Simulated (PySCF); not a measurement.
**Relaxation of singlet VOF₃**

Computed with PBE0 in PySCF with V def2-SVP, O def2-SVP, F def2-SVP; no relativity; density-fitted integrals. A (50,194) grid was used.

A hand-made see-saw (ligand arrangement 2) start, of Cs symmetry, held to at least that symmetry:

Coordinates in bohr (charge 0 multiplicity 1):
```
V     0.0000   -0.1608   -0.7922
O     0.0000   -3.3423   -0.5138
F     0.0000    3.5667   -0.4660
F     2.9485   -0.1608    1.5114
F    -2.9485   -0.1608    1.5114
```

Optimiser trace:
```
step  E − E(last) (kJ/mol)  largest gradient (Eh/bohr)
   0                566.51                     0.17417
   1                316.53                     0.12408
   2                199.44                     0.07090
   3                116.86                     0.06637
   4                 44.05                     0.03212
   5                 23.47                     0.06950
   6                  5.35                     0.04801
   7                  0.41                     0.00930
   8                  0.36                     0.00921
   9                  0.02                     0.00206
  10                  0.00                     0.00042
  11                  0.00                     0.00026
```

It ends at C3v with V–F 1.699 Å (×3), V–O 1.532 Å; F–V–F 110.6° (×3), F–V–O 108.3° (×3) (after a last refinement on a finer grid). A frequency run shows a minimum. Other isomers or separated fragments may lie lower.

Final geometry:
Z-matrix (Å, degrees; charge 0 multiplicity 1):
```
V
O  1 1.5321
F  1 1.6986 2 108.32
F  1 1.6986 2 108.32 3 -120.00
F  1 1.6986 2 108.32 3 120.00
```

The relaxation took roughly 70 core-seconds on a shared host.
